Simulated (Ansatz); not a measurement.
## From B to In: the vertical ionisation energy

One atom is swapped for its congeners: C2H3B `BC#C`; C2H3Al `C#[C][AlH2]`; C2H3In `C#[C][InH2]`. The Ga member is missing. All are singlets with charge 0.

Shapes, held fixed at every level: PBE0-D4/def2-TZVP. Programs: Ansatz 0.2.0. Values in eV.

| level | C2H3B | C2H3Al | C2H3In |
| --- | --- | --- | --- |
| PBE-D4/def2-TZVPP | 10.37 | 9.91 | 9.57 |
| B3LYP-D4/def2-TZVPP | 10.53 | 10.19 | 9.83 |
| PBE0-D4/def2-TZVPP | 10.48 | 10.20 | 9.83 |
| wB97M-V/def2-TZVPP | 10.56 | 10.45 | 10.08 |
| wB97X-V/def2-TZVPP | 10.58 | 10.50 | 10.12 |
| B2PLYP/def2-TZVPP | 10.66 | 10.49 | 10.09 |

At B2PLYP/def2-TZVPP the vertical ionisation energy falls at every step, from 10.66 to 10.09 eV. Every level shows the same order. For atoms past krypton def2 sets carry core potentials with scalar relativity. Correlated rows may include outer-core shells of In, which these sets cover unevenly.
